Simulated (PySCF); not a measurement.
Input for PySCF: R-BP86/LANL2DZ on Au2, 2S+1 = 1, a spin state set in the input, which need not be the lowest, a point of a bond scan (R = 2.461 Å).

```python
from pyscf import gto, scf, dft, mp
from pyscf.data.elements import chemcore

mol = gto.M(
    atom='''
    Au    0.00000000    0.00000000    0.00000000
    Au    0.00000000    0.00000000    2.46061600
    ''',
    basis='lanl2dz',
    ecp={'Au': 'lanl2dz'},
    charge=0, spin=0, verbose=3, max_memory=1800)
mf = dft.RKS(mol, xc='b88,p86')
mf.conv_tol = 1e-8
mf.max_cycle = 100
mf.kernel()
if not mf.converged:
    mf = mf.newton().run(mf.mo_coeff, mf.mo_occ)
```

The log:

```
converged SCF energy = -271.091407061227
```

The calculation finished and met its thresholds.

Cost: roughly 1.5 core-seconds.
